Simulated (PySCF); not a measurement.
# What a mistake does to a calculation on C2GeH6O

All numbers below are calculated, not measured. They come from PySCF 2.14.0, an open-source quantum chemistry program, on an isolated molecule that a program drew, which may never have been made. The molecule is C2GeH6O (charge 0, singlet), drawn as the SMILES string `C[C](O)=[GeH2]`.

Each row is a Hartree-Fock (HF) and frozen-core CCSD(T) single point in the cc-pVDZ basis, meant for a local HF minimum. Run 1 is clean. Each other run has one planted mistake out of seven kinds, and not every kind appears here: one electron removed, one electron added, multiplicity raised by two, geometry at a saddle point, minimal basis STO-3G, one bond length entered in bohr, all coordinates scaled. The reference is restricted for singlets and unrestricted otherwise, and also for a bond in bohr. Adding or removing an electron swaps singlet and doublet. Electrons count all cores. HOMO and LUMO are orbital energies over both spins, the gradient is its largest component, and the lowest frequency (negative if imaginary) is given only where the gradient is small. Bond lengths are over the 9 bonds as drawn. T1 is the CCSD diagnostic: over 0.02 (restricted) or 0.045 (unrestricted) a single reference is doubtful. Germanium has the cc-pVDZ-PP basis, with a core potential (ECP10MDF) in place of its 10 inner electrons, and its 3s, 3p and 3d shells are frozen in CCSD(T).

Geometry of the clean run:
```xyz
10
C2GeH6O, angstrom
C     1.2178    1.9550    1.6457
C     0.3320    0.8902    1.0777
O    -0.3765    1.2571    0.0461
Ge    0.5418   -0.9947    1.5246
H     1.8134    2.4304    0.8586
H     0.5776    2.7206    2.0967
H     1.8807    1.5597    2.4099
H    -0.1700    2.1370   -0.2508
H    -0.8903   -1.5476    1.2993
H     0.6725   -0.8543    3.0697
```

```
run,electrons,basis functions,<S^2>,HOMO (eV),LUMO (eV),gradient (hartree/bohr),lowest frequency (cm^-1),mean bond (Å),longest bond (Å),T1,HF (hartree),CCSD(T) (hartree),mistake
1,58,95,0.000,-7.26,1.89,2.1e-05,150,1.3429,1.948,0.0272,-447.39457,-448.02368,no fault
2,57,95,0.764,-15.39,-5.54,5.8e-02,-,1.3429,1.948,0.0212,-447.16255,-447.75259,one electron removed
3,59,95,0.772,-0.42,8.61,7.2e-02,-,1.3429,1.948,0.0174,-447.38212,-448.00255,one electron added
4,58,95,2.017,-7.16,0.50,5.5e-02,-,1.3429,1.948,0.0153,-447.37031,-447.96115,multiplicity raised by two
5,58,95,1.163,-7.70,1.17,3.3e-02,-,1.4963,2.932,0.0422,-447.32135,-447.92036,one bond length entered in bohr
6,58,95,0.000,-7.29,1.78,1.3e-02,-,1.3604,1.974,0.0283,-447.39304,-448.02526,?
```

**Which mistake was planted in run 6, and what did it cost?**

The mean and the longest bond both change by the same factor, 1.013, and the gradient is no longer small. So the mistake is: all coordinates scaled. Subtracting run 1 and multiplying by 627.51 kcal/mol a hartree, the energy moved by 1.0 kcal/mol in HF and -1.0 kcal/mol in CCSD(T).

Cautions from the logs. Run 1: T1 is over the limit, so its CCSD(T) energy is less reliable; run 3: the added electron raises the CCSD(T) energy, so it isn't bound in this basis; run 6: T1 is over the limit, so its CCSD(T) energy is less reliable.
